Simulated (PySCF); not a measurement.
## WO2F2 at several levels of theory

Computed with PySCF 2.14.0 (density fitting, no spin-orbit coupling) at the geometry relaxed with r2SCAN:

```xyz
5
WO2F2 (singlet)
W     0.0000    0.0000   -0.0249
O     0.9611    0.9611    1.0033
O    -0.9611   -0.9611    1.0033
F     1.1118   -1.1118   -1.0215
F    -1.1118    1.1118   -1.0215
```

```
 level                                             basis    state  HOMO (eV)  gap (eV)  charge on W1 (e)  dipole about the centre of mass (D)  largest force component (eV/Å)
r2SCAN     W def2-SVP with ECP60, O def2-SVP, F def2-SVP  singlet      -8.50      5.14              1.32                                 1.74                            0.02
r2SCAN  W def2-TZVP with ECP60, O def2-TZVP, F def2-TZVP  singlet      -8.54      5.13              1.68                                 1.78                            0.14
r2SCAN          W x2c-SVPall, O x2c-SVPall, F x2c-SVPall  singlet      -8.78      4.92              1.28                                 1.64                            0.71
```

Charges are Mulliken's, which hang on the basis. The relaxation used the grid (50, 194), these runs (75, 302) or, all-electron (x2c bases, spin-free X2C Hamiltonian), (99, 590).

**Question.** Order these levels, in the first row's basis, by the HOMO–LUMO gap they give here, smallest first.
A. HF
B. M06-L
C. TPSSh
D. BLYP

**Answer.** D (4.67 eV), B (5.13 eV), C (5.80 eV), A (14.64 eV).

**Question.** And their other results?

**Answer.** 
```
level    state  HOMO (eV)  gap (eV)  charge on W1 (e)  dipole about the centre of mass (D)  largest force component (eV/Å)
TPSSh  singlet      -8.83      5.80              1.32                                 1.77                            0.08
 BLYP  singlet      -7.88      4.67              1.11                                 1.70                            0.81
   HF  singlet     -14.02     14.64              1.92                                 2.14                            3.64
M06-L  singlet      -8.45      5.13              1.49                                 1.74                            0.40
```

In the first row's basis the gap widens with exact exchange: 4.7 to 5.1 eV for BLYP, M06-L, r2SCAN (none); 5.8 eV for TPSSh (a fixed share); 14.6 eV for Hartree–Fock (rising or full at long range).

No frequency check is given that shows the relaxed geometry to be a minimum.
